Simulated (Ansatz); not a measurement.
Basis-set series for C$_{4}$H$_{12}$AgPS (`C[S][Ag-][P+](C)(C)C`). Total charge 0; spin multiplicity 1. Ag takes the def2 core potential. The structure was optimised at the PBE0-D4/def2-TZVP level. It is one conformer, not always the lowest.

```json
{"functional": "PBE0-D4", "basis": "def2-TZVPP", "functions": "432", "energy (Eh)": "-1045.88589", "HOMO (eV)": "-4.98", "LUMO (eV)": "-0.39"}
{"functional": "PBE0-D4", "basis": "def2-QZVPP", "functions": "816", "energy (Eh)": "-1045.92139", "HOMO (eV)": "-5.02", "LUMO (eV)": "-0.52"}
{"functional": "ωB97M-V", "basis": "def2-TZVPP", "functions": "432", "energy (Eh)": "-1046.12584", "HOMO (eV)": "-7.11", "LUMO (eV)": "0.95"}
{"functional": "ωB97M-V", "basis": "def2-QZVPP", "functions": "816", "energy (Eh)": "-1046.16030", "HOMO (eV)": "-7.16", "LUMO (eV)": "0.49"}
```

Give the rows for def2-SVP. (Estimate.)

Computed: 
```csv
functional,basis,functions,energy (Eh),HOMO (eV),LUMO (eV)
PBE0-D4,def2-SVP,183,-1045.41145,-4.84,-0.25
ωB97M-V,def2-SVP,183,-1045.63756,-6.94,1.09
```

Positive LUMOs are unbound and depend on the basis.
